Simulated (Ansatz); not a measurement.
Task: Name a neutral molecule of C, N, O, Zr and H with HOMO energy (ωB97M-V/def2-TZVPP) between -8.80 and -8.50 eV and LUMO energy (ωB97M-V/def2-TZVPP) between 0.95 and 1.25 eV (Ansatz, PBE0-D4/def2-TZVP geometry).

Result: `C[O][Zr]([OH])([NH]C(C)C)[O]C` (-8.60 eV, 0.99 eV); `CC(C)[NH][Zr]([OH])([OH])[NH]C(C)C` (-8.55 eV, 1.00 eV); `C[O][Zr]([OH])([NH]C(C)(C)C)[O]C` (-8.61 eV, 0.98 eV). Other molecules can fit too; these were computed, each in one conformer that needn't be the lowest.
